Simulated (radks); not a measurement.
Question: All-electron atom: the manganese ion Mn+ in [Ar] 3d5 4s1. Calculated with a radial shooting solver on a logarithmic mesh with Libxc functionals: non-relativistic Kohn-Sham, BLYP, spin-unpolarised, spherical densities, point nucleus. Some entries of the table are withheld. Estimate them.

orbital,occ.,eigenvalue (eV),<r^2> (bohr^2),r(max) (bohr)
1s,2,-6384.373,0.005083,0.04053
2s,2,-740.9256,0.09420,0.2352
2p,6,-636.4843,(1),(2)
3s,2,-92.1314,0.8548,(3)
3p,6,-62.3249,0.9725,0.7540
3d,5,(4),1.848,0.7571
4s,1,(5),9.159,(6)

Answer: 
(1) 2p <r^2> (bohr^2): 0.07573
(2) 2p r(max) (bohr): 0.1894
(3) 3s r(max) (bohr): 0.7428
(4) 3d eigenvalue (eV): -15.0532
(5) 4s eigenvalue (eV): -11.8029
(6) 4s r(max) (bohr): 2.395
